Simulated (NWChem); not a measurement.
System: InN$_{2}$H$_{5}$; SMILES [NH2][InH][NH2]

```xyz
8

In    -0.2840     0.0011     0.0000
H     -1.9930    -0.1402     0.0000
N      0.8233    -0.0542     1.6980
H      0.4004     0.1756     2.5909
H      1.7918     0.2479     1.6917
N      0.8233    -0.0542    -1.6980
H      1.7918     0.2479    -1.6917
H      0.4004     0.1756    -2.5909
```
Atoms are numbered in this order, from 1.

All runs: NWChem. Coordinates come from a PBE0/def2-SVP optimisation. def2 effective core potentials on In; no spin-orbit coupling. Level PBE/def2-SVP: energy and gradient on several grids; changes count from the extra-fine grid, which is no exact limit either.

Problem. Which is the coarsest grid (coarse; medium; xfine; fine; xcoarse) from which on the energy stays within 500 μHa and each gradient component within 500 μHa/bohr of xfine?

Solution. medium.
```csv
grid,size of the energy change (μHa),largest change of a gradient component (μHa/bohr),"time, medium = 1 (rough)"
xcoarse,9000,10000,about 1
coarse,< 10,2000,about 1
medium,< 10,300,about 1
fine,< 10,40,about 1
xfine,< 10,< 30,2
```
